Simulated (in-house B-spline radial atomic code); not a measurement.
Computed with a B-spline radial atomic code. Model: two electrons, singlet ground state, non-relativistic, full CI in B-splines with partial waves to l = 8 (at full coupling up to 3e-4 hartree above the limit, correlation up to 0.6 % small), density held at that of full coupling by Lieb maximisation.

W(λ) is the mean repulsion in the state of coupling λ less the Hartree energy of the fixed density. Its start is exact exchange, its initial slope is twice the second-order Görling-Levy correlation energy, and its area from 0 to 1 is E_xc. A straight curve means weak, dynamic correlation, and a curve that drops fast and flattens means strong correlation.

Command:
```bash
python run_ac.py task.json out
```
Settings (lengths in bohr, energies in hartree):
```
potential              coulomb
strength               3.51
lmax                   8
wall_radius            1.3
```

Time taken, with all properties: 4.9 s on 1 thread of Intel(R) Xeon(R) Processor @ 2.30GHz (shared host).

**W = mean repulsion less Hartree energy, and W of three functionals.**

Given: confinement point charge; nuclear charge 3.51; hard wall radius 1.3 bohr; external potential -Z/r.

Computed: LDA exchange minus exact 310.07 millihartree; PBE exchange minus exact 56.813 millihartree.

```json
{"coupling": "0", "W xc (hartree)": "-2.1525", "W xc minus exchange (millihartree)": "0", "kinetic minus Kohn-Sham (millihartree)": "0", "LDA (PW92) W minus its exchange (millihartree)": "0", "PBE W minus its exchange (millihartree)": "0", "SCAN W minus its exchange (millihartree)": "0"}
{"coupling": "0.02", "W xc (hartree)": "?", "W xc minus exchange (millihartree)": "?", "kinetic minus Kohn-Sham (millihartree)": "?", "LDA (PW92) W minus its exchange (millihartree)": "?", "PBE W minus its exchange (millihartree)": "?", "SCAN W minus its exchange (millihartree)": "?"}
{"coupling": "0.05", "W xc (hartree)": "-2.1571", "W xc minus exchange (millihartree)": "-4.614", "kinetic minus Kohn-Sham (millihartree)": "0.1", "LDA (PW92) W minus its exchange (millihartree)": "-28.78", "PBE W minus its exchange (millihartree)": "-5.05", "SCAN W minus its exchange (millihartree)": "-4.63"}
{"coupling": "0.12", "W xc (hartree)": "-2.1635", "W xc minus exchange (millihartree)": "-10.99", "kinetic minus Kohn-Sham (millihartree)": "0.7", "LDA (PW92) W minus its exchange (millihartree)": "-56.7", "PBE W minus its exchange (millihartree)": "-12.18", "SCAN W minus its exchange (millihartree)": "-10.94"}
{"coupling": "0.25", "W xc (hartree)": "?", "W xc minus exchange (millihartree)": "?", "kinetic minus Kohn-Sham (millihartree)": "?", "LDA (PW92) W minus its exchange (millihartree)": "?", "PBE W minus its exchange (millihartree)": "?", "SCAN W minus its exchange (millihartree)": "?"}
{"coupling": "0.4", "W xc (hartree)": "-2.1881", "W xc minus exchange (millihartree)": "-35.565", "kinetic minus Kohn-Sham (millihartree)": "7", "LDA (PW92) W minus its exchange (millihartree)": "-135.51", "PBE W minus its exchange (millihartree)": "-40.29", "SCAN W minus its exchange (millihartree)": "-34.83"}
{"coupling": "0.6", "W xc (hartree)": "-2.2048", "W xc minus exchange (millihartree)": "-52.257", "kinetic minus Kohn-Sham (millihartree)": "15.3", "LDA (PW92) W minus its exchange (millihartree)": "-178.18", "PBE W minus its exchange (millihartree)": "-59.64", "SCAN W minus its exchange (millihartree)": "-50.84"}
{"coupling": "0.8", "W xc (hartree)": "-2.2208", "W xc minus exchange (millihartree)": "-68.28", "kinetic minus Kohn-Sham (millihartree)": "26.6", "LDA (PW92) W minus its exchange (millihartree)": "-214.84", "PBE W minus its exchange (millihartree)": "-78.28", "SCAN W minus its exchange (millihartree)": "-66.11"}
{"coupling": "1", "W xc (hartree)": "-2.2362", "W xc minus exchange (millihartree)": "-83.67", "kinetic minus Kohn-Sham (millihartree)": "40.4", "LDA (PW92) W minus its exchange (millihartree)": "-247.32", "PBE W minus its exchange (millihartree)": "-96.2", "SCAN W minus its exchange (millihartree)": "-80.71"}
{"coupling": "1.4", "W xc (hartree)": "-2.2652", "W xc minus exchange (millihartree)": "-112.7", "kinetic minus Kohn-Sham (millihartree)": "75.2", "LDA (PW92) W minus its exchange (millihartree)": "-303.4", "PBE W minus its exchange (millihartree)": "-129.97", "SCAN W minus its exchange (millihartree)": "-108.15"}
{"coupling": "2", "W xc (hartree)": "-2.3048", "W xc minus exchange (millihartree)": "-152.31", "kinetic minus Kohn-Sham (millihartree)": "142.3", "LDA (PW92) W minus its exchange (millihartree)": "-372.55", "PBE W minus its exchange (millihartree)": "-175.93", "SCAN W minus its exchange (millihartree)": "-145.53"}
{"coupling": "3", "W xc (hartree)": "-2.3621", "W xc minus exchange (millihartree)": "-209.58", "kinetic minus Kohn-Sham (millihartree)": "284.6", "LDA (PW92) W minus its exchange (millihartree)": "-463.13", "PBE W minus its exchange (millihartree)": "-242.13", "SCAN W minus its exchange (millihartree)": "-199.72"}
{"coupling": "4.5", "W xc (hartree)": "-2.4321", "W xc minus exchange (millihartree)": "-279.58", "kinetic minus Kohn-Sham (millihartree)": "545", "LDA (PW92) W minus its exchange (millihartree)": "-565.04", "PBE W minus its exchange (millihartree)": "-323.03", "SCAN W minus its exchange (millihartree)": "-266.67"}
{"coupling": "7", "W xc (hartree)": "-2.5194", "W xc minus exchange (millihartree)": "-366.94", "kinetic minus Kohn-Sham (millihartree)": "1041.1", "LDA (PW92) W minus its exchange (millihartree)": "-685.48", "PBE W minus its exchange (millihartree)": "-425.17", "SCAN W minus its exchange (millihartree)": "-352.05"}
{"coupling": "10", "W xc (hartree)": "-2.5937", "W xc minus exchange (millihartree)": "-441.19", "kinetic minus Kohn-Sham (millihartree)": "1665.8", "LDA (PW92) W minus its exchange (millihartree)": "-786.22", "PBE W minus its exchange (millihartree)": "-514.55", "SCAN W minus its exchange (millihartree)": "-426.72"}
```

(1) What belongs in the row 0.02?

(2) What belongs in the row 0.25?

(3) What is the SCAN exchange minus exact?

**Energy parts, natural occupations and partial-wave weights.**

Computed: total energy -9.9619 hartree; exchange energy -2.1525 hartree; correlation energy -0.043276 hartree; kinetic part of the DFT correlation energy 0.040394 hartree; initial slope twice GL2 -0.09277 hartree; kinetic part over minus potential part 0.48278; Lieb Oxford ratio E_xc over LDA exchange 1.1918.

```tsv
natural	occupation of the shell (electrons)
s	1.9963
p	0.002488
s	0.00099023
d	0.00012478
p	?
f	1.669e-05
```

(4) What belongs in the row p?

| wave | weight |
| --- | --- |
| s | 0.99864 |
| p | 0.0012813 |
| d | 6.859e-05 |
| f | ? |
| g | 2.3128e-06 |

(5) What belongs in the row f?

(6) What is the Kohn-Sham kinetic?

(7) What is the Hartree energy?

## Answers

(1) W xc (hartree): -2.1544; W xc minus exchange (millihartree): -1.851; kinetic minus Kohn-Sham (millihartree): 0; LDA (PW92) W minus its exchange (millihartree): -13.73; PBE W minus its exchange (millihartree): -2.01; SCAN W minus its exchange (millihartree): -1.87.

(2) W xc (hartree): -2.1751; W xc minus exchange (millihartree): -22.581; kinetic minus Kohn-Sham (millihartree): 2.8; LDA (PW92) W minus its exchange (millihartree): -97.37; PBE W minus its exchange (millihartree): -25.35; SCAN W minus its exchange (millihartree): -22.27.

(3) 4.0137 millihartree.

(4) occupation of the shell (electrons): 6.9145e-05.

(5) weight: 9.8296e-06.

(6) 11.817 hartree.

(7) 4.305 hartree.

Half-way to full coupling W has made 52 % of its drop, against 50 % for a straight line, and second-order (GL2) theory, half the initial slope, overshoots the correlation energy by about 7 %: correlation is weak here. Over couplings 0 to 1 the errors in E_xc come to about +205 millihartree for LDA, +51 millihartree for PBE, +5.2 millihartree for SCAN, so SCAN is nearest. In LDA and PBE the errors of exchange and correlation have opposite signs, so the sum is smaller than the larger of the two.
